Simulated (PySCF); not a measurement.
**Computed properties of B2F3, SMILES FB([B]F)F**

B2F3, SMILES [B](B(F)F)F (connectivity only; charge and spin as stated), charge +1, multiplicity 1. The structure is a stationary point at ωB97X-D3(BJ)/def2-SVP. The spin state was assumed, not searched. The isomer is the one that the SMILES or the coordinates give; other isomers of the formula were not compared. One conformer was computed; it need not be the lowest. All values are computed for the isolated molecule unless a solvent is named; none is compared with measurement here.

**Structure.** The optimised structure has C2v symmetry. All 9 harmonic modes at ωB97X-D3(BJ)/def2-SVP (PySCF) are real, so it is a minimum. With heavy atoms numbered as in [F:1][B:2][B:3]([F:4])[F:5], the shortest bond between them is F1–B2 at 1.225 Å and the longest B2–B3 at 1.778 Å.

**Vibrations.** The strongest infrared lines (harmonic, unscaled, degenerate partners summed) lie at 1638 cm⁻¹ (309 km/mol, B 74 %, F 26 %), 1224 cm⁻¹ (293 km/mol, B 55 %, F 45 %), 1775 cm⁻¹ (94 km/mol, B 71 %, F 29 %). The softest mode is at 130 cm⁻¹ and the zero-point energy is 10.1 kcal/mol.

**Electronic structure.** r2SCAN/def2-TZVPD (PySCF) places the frontier levels at -16.68 and -10.60 eV, a gap of 6.08 eV and a mean polarisability of 23.8 bohr³. PBE/def2-TZVPD (PySCF) at the same geometry gives -16.25 and -10.84 eV, so its gap is 0.67 eV narrower. An orbital gap is neither the optical nor the fundamental gap.

**Excitations.** TDA-ωB97X/def2-SVPD (PySCF) has S1 at 7.34 eV (169 nm, f = 0.057, bright); the most intense of the 10 singlets computed lies at 9.28 eV (f = 0.13). T1 (TDA) is at 5.78 eV, 1.56 eV under S1. TDA-PBE/def2-SVPD (PySCF) puts S1 at 5.93 eV. No vertical singlet excitation falls in the visible range (under 3.1 eV).

**NMR.** GIAO shifts at PBE0/pcSseg-2 (PySCF) (non-relativistic, atoms alike by connectivity averaged): ¹⁹F from -23.0 to 2.4 ppm against CFCl3; ¹¹B from 3.3 to 7.4 ppm against BF3.
